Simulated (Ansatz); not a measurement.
# Nudged elastic band run: C2H3BOS

input.yaml

```yaml
crystal:
  periodic: [false, false, false]
  atoms:
    - { symbol: C, position_ang: [-0.15965, 1.569544, 1.399556] }
    - { symbol: C, position_ang: [0.541445, 0.694309, 0.93138] }
    - { symbol: S, position_ang: [1.531626, -0.572772, 0.241777] }
    - { symbol: B, position_ang: [0.30364, -1.233105, -1.008976] }
    - { symbol: O, position_ang: [-0.936316, -0.706201, -1.1435] }
    - { symbol: H, position_ang: [-0.750484, 2.344645, 1.829452] }
    - { symbol: H, position_ang: [0.665813, -2.138384, -1.679944] }
    - { symbol: H, position_ang: [-1.196074, 0.041955, -0.569745] }
basis:
  gaussian: { orbitals: "6-31G" }
hamiltonian:
  xc: pbe0
  dispersion: d4
neb:
  order_check: false
  images: 5
  f_tol: 0.05
  max_iterations: 47
  final_atoms:
    - { symbol: C, position_ang: [-0.46253275, 1.2472002, 0.94146066] }
    - { symbol: C, position_ang: [0.70628309, 0.67071787, 0.97793567] }
    - { symbol: S, position_ang: [2.13853213, -0.06993881, 0.98859311] }
    - { symbol: B, position_ang: [-0.13926244, -1.61287732, -1.58157965] }
    - { symbol: O, position_ang: [-1.05003722, -0.83450168, -1.35197151] }
    - { symbol: H, position_ang: [-0.72265142, 2.05741178, 1.61480977] }
    - { symbol: H, position_ang: [0.72807034, -2.36165801, -1.8054774] }
    - { symbol: H, position_ang: [-1.19840172, 0.90363699, 0.21622935] }
  initial_path:
    images:
      - { positions_ang: [[-0.15965, 1.569544, 1.399556], [0.541445, 0.694309, 0.93138], [1.531626, -0.572772, 0.241777], [0.30364, -1.233105, -1.008976], [-0.936316, -0.706201, -1.1435], [-0.750484, 2.344645, 1.829452], [0.665813, -2.138384, -1.679944], [-1.196074, 0.041955, -0.569745]] }
      - { positions_ang: [[-0.20050763, 1.53547699, 1.34909864], [0.52270896, 0.67486285, 0.90172397], [1.50388761, -0.58055995, 0.22356389], [0.29114467, -1.23545597, -1.01893799], [-0.94033829, -0.72133848, -1.1643057], [-0.79446266, 2.30702136, 1.76733844], [0.65219681, -2.13605447, -1.68648158], [-1.03462948, 0.15603867, -0.37199966]] }
      - { positions_ang: [[-0.24136526, 1.50140998, 1.29864128], [0.50397292, 0.65541671, 0.87206793], [1.47614923, -0.5883479, 0.20535077], [0.27864935, -1.23780694, -1.02889998], [-0.94436057, -0.73647595, -1.18511139], [-0.83844132, 2.26939771, 1.70522487], [0.63858061, -2.13372494, -1.69301917], [-0.87318496, 0.27012233, -0.17425431]] }
      - { positions_ang: [[-0.28222289, 1.46734297, 1.24818392], [0.48523687, 0.63597056, 0.8424119], [1.44841084, -0.59613586, 0.18713766], [0.26615402, -1.24015791, -1.03886198], [-0.94838286, -0.75161343, -1.20591709], [-0.88241997, 2.23177407, 1.64311131], [0.62496442, -2.13139541, -1.69955675], [-0.71174044, 0.384206, 0.02349103]] }
      - { positions_ang: [[-0.34232617, 1.39396205, 1.14594283], [0.55891894, 0.647553, 0.88758649], [1.67845127, -0.42073684, 0.45428948], [0.1310152, -1.36439771, -1.21976787], [-0.98226765, -0.77924285, -1.2546019], [-0.82916379, 2.1736533, 1.63367746], [0.65933306, -2.20814961, -1.73486363], [-0.87396086, 0.55734966, 0.08773714]] }
      - { positions_ang: [[-0.40242946, 1.32058112, 1.04370175], [0.63260101, 0.65913543, 0.93276108], [1.9084917, -0.24533783, 0.72144129], [-0.00412362, -1.48863752, -1.40067376], [-1.01615243, -0.80687227, -1.3032867], [-0.7759076, 2.11553254, 1.62424362], [0.6937017, -2.28490381, -1.77017052], [-1.03618129, 0.73049333, 0.15198325]] }
      - { positions_ang: [[-0.46253275, 1.2472002, 0.94146066], [0.70628309, 0.67071787, 0.97793567], [2.13853213, -0.06993881, 0.98859311], [-0.13926244, -1.61287732, -1.58157965], [-1.05003722, -0.83450168, -1.35197151], [-0.72265142, 2.05741178, 1.61480977], [0.72807034, -2.36165801, -1.8054774], [-1.19840172, 0.90363699, 0.21622935]] }
```

Run as:

```bash
$ ansatz run input.yaml --threads 1 --pin off --max-ram 2048MiB --backend cpu --events-out ev --progress --plain --runs-dir out
```

Output, in part (warnings, iteration lines, the closing report on the highest movable image, with atoms numbered from 0):

```
NEB end point (image 0): max|allowed force component| = 9.425e-3 eV/Å (the criterion of neb.relax_end_points is 1.000e-2)
NEB end point (image 6): max|allowed force component| = 1.794e-2 eV/Å (the criterion of neb.relax_end_points is 1.000e-2)
NEB iter   1: max|band force component| = 4.924e0 eV/Å  barrier→ = 2.5968 eV  barrier← = 2.2645 eV  Δτ_max = 0.2000 Å  (188 SCF iters)
NEB iter   2: max|band force component| = 2.251e0 eV/Å  barrier→ = 2.0109 eV  barrier← = 1.6787 eV  Δτ_max = 0.2000 Å  (160 SCF iters)
NEB iter   3: max|band force component| = 6.534e0 eV/Å  barrier→ = 1.8980 eV  barrier← = 1.5657 eV  Δτ_max = 0.1012 Å  (177 SCF iters)
NEB iter   4: max|band force component| = 1.678e0 eV/Å  barrier→ = 1.5277 eV  barrier← = 1.1955 eV  Δτ_max = 0.1950 Å  (156 SCF iters)
NEB iter   5: max|band force component| = 2.275e0 eV/Å  barrier→ = 1.3590 eV  barrier← = 1.0268 eV  Δτ_max = 0.0979 Å  (157 SCF iters)
NEB iter   6: max|band force component| = 1.093e0 eV/Å  barrier→ = 1.1754 eV  barrier← = 0.8431 eV  Δτ_max = 0.0985 Å  (153 SCF iters)
NEB iter   7: max|band force component| = 5.130e-1 eV/Å  barrier→ = 1.1978 eV  barrier← = 0.8656 eV  CI = image 3  Δτ_max = 0.1826 Å  (151 SCF iters)
NEB iter   8: max|band force component| = 2.001e0 eV/Å  barrier→ = 1.1807 eV  barrier← = 0.8484 eV  CI = image 3  Δτ_max = 0.1027 Å  (152 SCF iters)
NEB iter   9: max|band force component| = 7.840e-1 eV/Å  barrier→ = 1.1676 eV  barrier← = 0.8354 eV  CI = image 3  Δτ_max = 0.1319 Å  (149 SCF iters)
NEB iter  10: max|band force component| = 2.433e-1 eV/Å  barrier→ = 1.1595 eV  barrier← = 0.8272 eV  CI = image 3  Δτ_max = 0.1902 Å  (146 SCF iters)
NEB iter  11: max|band force component| = 2.396e0 eV/Å  barrier→ = 1.2205 eV  barrier← = 0.8882 eV  CI = image 5  Δτ_max = 0.1009 Å  (153 SCF iters)
NEB iter  12: max|band force component| = 2.165e0 eV/Å  barrier→ = 1.0799 eV  barrier← = 0.7477 eV  CI = image 3  Δτ_max = 0.1981 Å  (153 SCF iters)
NEB iter  13: max|band force component| = 3.026e0 eV/Å  barrier→ = 1.1560 eV  barrier← = 0.8237 eV  CI = image 3  Δτ_max = 0.0996 Å  (158 SCF iters)
NEB iter  14: max|band force component| = 7.805e-1 eV/Å  barrier→ = 1.1558 eV  barrier← = 0.8235 eV  CI = image 3  Δτ_max = 0.1940 Å  (136 SCF iters)
NEB iter  15: max|band force component| = 2.619e0 eV/Å  barrier→ = 1.1555 eV  barrier← = 0.8232 eV  CI = image 3  Δτ_max = 0.0965 Å  (149 SCF iters)
NEB iter  16: max|band force component| = 6.431e-1 eV/Å  barrier→ = 1.1553 eV  barrier← = 0.8231 eV  CI = image 3  Δτ_max = 0.1958 Å  (131 SCF iters)
NEB iter  17: max|band force component| = 1.654e0 eV/Å  barrier→ = 1.1553 eV  barrier← = 0.8231 eV  CI = image 3  Δτ_max = 0.1006 Å  (127 SCF iters)
NEB iter  18: max|band force component| = 4.672e-1 eV/Å  barrier→ = 1.1553 eV  barrier← = 0.8231 eV  CI = image 3  Δτ_max = 0.1623 Å  (124 SCF iters)
NEB iter  19: max|band force component| = 1.525e0 eV/Å  barrier→ = 1.1553 eV  barrier← = 0.8231 eV  CI = image 3  Δτ_max = 0.0850 Å  (129 SCF iters)
NEB iter  20: max|band force component| = 7.087e-1 eV/Å  barrier→ = 1.1553 eV  barrier← = 0.8231 eV  CI = image 3  Δτ_max = 0.1599 Å  (115 SCF iters)
NEB iter  21: max|band force component| = 8.326e-1 eV/Å  barrier→ = 1.1553 eV  barrier← = 0.8230 eV  CI = image 3  Δτ_max = 0.0625 Å  (122 SCF iters)
NEB iter  22: max|band force component| = 6.915e-1 eV/Å  barrier→ = 1.1553 eV  barrier← = 0.8230 eV  CI = image 3  Δτ_max = 0.0828 Å  (122 SCF iters)
NEB iter  23: max|band force component| = 4.828e-1 eV/Å  barrier→ = 1.1553 eV  barrier← = 0.8230 eV  CI = image 3  Δτ_max = 0.0757 Å  (120 SCF iters)
NEB iter  24: max|band force component| = 1.253e-1 eV/Å  barrier→ = 1.1553 eV  barrier← = 0.8230 eV  CI = image 3  Δτ_max = 0.0067 Å  (121 SCF iters)
NEB iter  25: max|band force component| = 3.600e-2 eV/Å  barrier→ = 1.1553 eV  barrier← = 0.8230 eV  CI = image 3  Δτ_max = 0.0000 Å  (239 SCF iters)
Total energy: -15667.84409821 eV, -575.7826505629 hartree
Atom 0 at    -0.371248     1.205514     0.949675 Å, force     0.001135     0.000171     0.001021 eV/Å
Atom 1 at     0.735666     0.591719     0.933228 Å, force    -0.000892    -0.000152    -0.000664 eV/Å
Atom 2 at     1.754950    -0.592006     0.333912 Å, force     0.000044     0.000351     0.000310 eV/Å
Atom 3 at     0.092823    -1.171537    -1.059282 Å, force    -0.000448    -0.000157    -0.000443 eV/Å
Atom 4 at    -0.974866    -0.487198    -0.956107 Å, force     0.000182     0.000402     0.000606 eV/Å
Atom 5 at    -0.910362     2.001593     1.427002 Å, force    -0.000168    -0.000081    -0.000132 eV/Å
Atom 6 at     0.577307    -2.065043    -1.656809 Å, force     0.000137     0.000031     0.000200 eV/Å
Atom 7 at    -0.904271     0.516949     0.028381 Å, force     0.000010    -0.000565    -0.000898 eV/Å
Dipole moment:     0.013100     0.151923     0.150093 e Å
```

The forces met the threshold. A vibrational analysis at the climbing image gives one clearly imaginary mode, 839i cm⁻¹: a first-order saddle point. The orbitals stay closed-shell, which can raise the energy where a bond breaks towards radicals; this wasn't checked here. Limits of this set-up: no polarisation functions.

Final band (atoms are numbered from 1 in the order of the input):

```csv
image,path coordinate (Å),energy (eV),S3–B4 (Å),O5–H8 (Å),C1–H8 (Å)
0,0.00,0.00,1.87,0.98,2.70
1,0.48,0.05,1.89,0.98,2.31
2,0.96,0.32,1.95,1.02,1.83
3,1.44,1.16,2.24,1.41,1.27
4,1.97,0.71,2.79,1.77,1.12
5,2.50,0.38,3.31,2.12,1.09
6,3.03,0.33,3.76,2.35,1.09
```

Run time: 13 min on 1 CPU thread of a shared host.
